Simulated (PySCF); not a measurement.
Cl$_{2}$O$_{2}$W, charge -1, doublet, geometry from GFN2-xTB (such geometries of metal compounds can be far from the true shape) (the multiplicity is a formal guess) (core potentials on W) (in this run its highest filled SCF level lies above zero, so its values depend strongly on the basis, on diffuse functions most of all); PySCF with DF-SVWN5/def2-TZVPD.

Input for PySCF:
```python
from pyscf import gto, scf, dft

mol = gto.M(
    atom='''
W     0.34576007   -0.06853654    0.11336153
O     1.47688500   -0.62473514   -1.01523362
O     0.73427773    0.18643859    1.74018949
Cl   -0.86901416    1.74336084   -0.74743684
Cl   -1.67660626   -1.23876811   -0.08717494
''',
    basis='def2-tzvpd',
    ecp={'W': 'def2-tzvpd'},
    charge=-1,
    spin=1,
    verbose=4,
)

mf = dft.UKS(mol)
mf.xc = 'lda,vwn'
mf = mf.density_fit(auxbasis='def2-universal-jkfit')
mf.kernel()
mf.analyze()
```

Problem. Predict the main parts of the log of this PySCF run.

Solution. 
```
PySCF version 2.14.0

[INPUT] verbose = 4
[INPUT] num. atoms = 5
[INPUT] num. electrons = 65
[INPUT] charge = -1
[INPUT] spin (= nelec alpha-beta = 2S) = 1
[INPUT] symmetry False subgroup None
[INPUT] Mole.unit = angstrom
[INPUT] Symbol           X                Y                Z      unit          X                Y                Z       unit  Magmom
[...]
nuclear repulsion = 323.376559850415
number of shells = 75
number of NR pGTOs = 323
number of NR cGTOs = 215
basis = def2-tzvpd
ecp = {'W': 'def2-tzvpd'}

******** <class 'pyscf.df.df_jk.DFUKS'> ********
method = DFUKS
initial guess = minao
damping factor = 0
level_shift factor = 0
DIIS = <class 'pyscf.scf.diis.CDIIS'>
diis_start_cycle = 1
diis_space = 8
diis_damp = 0
SCF conv_tol = 1e-09
SCF conv_tol_grad = None
SCF max_cycles = 50
direct_scf = False
number electrons alpha = 33  beta = 32
XC library pyscf.dft.libxc version 7.1.2
    S. Lehtola, C. Steigemann, M. J. T. Oliveira, and M. A. L. Marques,  SoftwareX 7, 1–5 (2018)
XC functionals = lda,vwn
    P. A. M. Dirac,  Math. Proc. Cambridge Philos. Soc. 26, 376 (1930)
    F. Bloch,  Z. Phys. 57, 545 (1929)
    S. H. Vosko, L. Wilk, and M. Nusair,  Can. J. Phys. 58, 1200 (1980)
radial grids:
    Treutler-Ahlrichs [JCP 102, 346 (1995); DOI:10.1063/1.469408] (M4) radial grids

becke partition: Becke, JCP 88, 2547 (1988); DOI:10.1063/1.454033
pruning grids: <function nwchem_prune>
grids dens level: 3
symmetrized grids: False
atomic radii adjust function: <function treutler_atomic_radii_adjust>
small_rho_cutoff = 0
Set gradient conv threshold to 3.16228e-05
tot grids = 90232
init E= -1112.33209298919

cycle= 1 E= -1133.5763928016  delta_E= -21.2  |g|= 1.31  |ddm|= 10.5
cycle= 2 E= -1122.58946068546  delta_E=   11  |g|=  4.3  |ddm|= 22.1
cycle= 3 E= -1134.0330289078  delta_E= -11.4  |g|= 0.616  |ddm|= 21.5
cycle= 4 E= -1134.16393350584  delta_E= -0.131  |g|= 0.423  |ddm|= 1.75
cycle= 5 E= -1134.23575544518  delta_E= -0.0718  |g|= 0.137  |ddm|= 0.425
cycle= 6 E= -1134.24238115014  delta_E= -0.00663  |g|= 0.0666  |ddm|= 0.266
cycle= 7 E= -1134.24515450007  delta_E= -0.00277  |g|= 0.0118  |ddm|= 0.0976
cycle= 8 E= -1134.24522262568  delta_E= -6.81e-05  |g|= 0.00358  |ddm|= 0.0116
cycle= 9 E= -1134.24522906264  delta_E= -6.44e-06  |g|= 0.000557  |ddm|= 0.00344
cycle= 10 E= -1134.24522912359  delta_E= -6.09e-08  |g|= 0.000462  |ddm|= 0.000912
cycle= 11 E= -1134.24522918355  delta_E= -6e-08  |g|= 0.000358  |ddm|= 0.00055
[...]
converged SCF energy = -1134.24522923273  <S^2> = 0.75226342  2S+1 = 2.0022621
Total Energy =                       -1134.245229232726160
[...]
spin_pop of  3 Cl 4dz^2     0.00025
spin_pop of  3 Cl 4dxz      0.00224
spin_pop of  3 Cl 4dx2-y2    0.01178
spin_pop of  3 Cl 5dxy      0.00006
spin_pop of  3 Cl 5dyz      0.00003
spin_pop of  3 Cl 5dz^2     0.00043
spin_pop of  3 Cl 5dxz      0.00062
spin_pop of  3 Cl 5dx2-y2    0.00145
spin_pop of  3 Cl 4f-3      0.00172
spin_pop of  3 Cl 4f-2      0.00016
spin_pop of  3 Cl 4f-1      0.00003
spin_pop of  3 Cl 4f+0      0.00003
spin_pop of  3 Cl 4f+1      0.00003
spin_pop of  3 Cl 4f+2      0.00068
spin_pop of  3 Cl 4f+3      0.00020
spin_pop of  4 Cl 1s        0.00000
spin_pop of  4 Cl 2s       -0.00000
spin_pop of  4 Cl 3s        0.00380
spin_pop of  4 Cl 4s        0.00152
spin_pop of  4 Cl 5s        0.00008
spin_pop of  4 Cl 6s        0.00009
spin_pop of  4 Cl 2px       0.00000
spin_pop of  4 Cl 2py       0.00000
spin_pop of  4 Cl 2pz       0.00000
spin_pop of  4 Cl 3px       0.02537
spin_pop of  4 Cl 3py       0.00778
spin_pop of  4 Cl 3pz       0.00508
spin_pop of  4 Cl 4px       0.00105
spin_pop of  4 Cl 4py       0.00072
spin_pop of  4 Cl 4pz      -0.00000
spin_pop of  4 Cl 5px       0.00039
spin_pop of  4 Cl 5py       0.00075
spin_pop of  4 Cl 5pz       0.00017
spin_pop of  4 Cl 6px       0.00028
spin_pop of  4 Cl 6py       0.00067
spin_pop of  4 Cl 6pz       0.00015
spin_pop of  4 Cl 7px       0.00018
spin_pop of  4 Cl 7py       0.00031
spin_pop of  4 Cl 7pz       0.00007
spin_pop of  4 Cl 3dxy      0.00709
spin_pop of  4 Cl 3dyz      0.00007
spin_pop of  4 Cl 3dz^2     0.00017
spin_pop of  4 Cl 3dxz      0.00389
spin_pop of  4 Cl 3dx2-y2    0.01382
spin_pop of  4 Cl 4dxy      0.00470
spin_pop of  4 Cl 4dyz      0.00004
spin_pop of  4 Cl 4dz^2     0.00019
spin_pop of  4 Cl 4dxz      0.00268
spin_pop of  4 Cl 4dx2-y2    0.00751
spin_pop of  4 Cl 5dxy      0.00068
spin_pop of  4 Cl 5dyz      0.00012
spin_pop of  4 Cl 5dz^2     0.00047
spin_pop of  4 Cl 5dxz      0.00064
spin_pop of  4 Cl 5dx2-y2    0.00079
spin_pop of  4 Cl 4f-3      0.00004
spin_pop of  4 Cl 4f-2      0.00008
spin_pop of  4 Cl 4f-1      0.00011
spin_pop of  4 Cl 4f+0      0.00015
spin_pop of  4 Cl 4f+1      0.00005
spin_pop of  4 Cl 4f+2      0.00027
spin_pop of  4 Cl 4f+3      0.00215

WARN: Weak orthogonality for localized orbitals 1.156828228798654e-08

In total            33.00000 | 32.00000

WARN: System has nonzero charge -1; the dipole moment is origin-dependent.
Location of origin: [0. 0. 0.]

Dipole moment(X, Y, Z, Debye):  0.45572, -0.09035,  0.14934
```
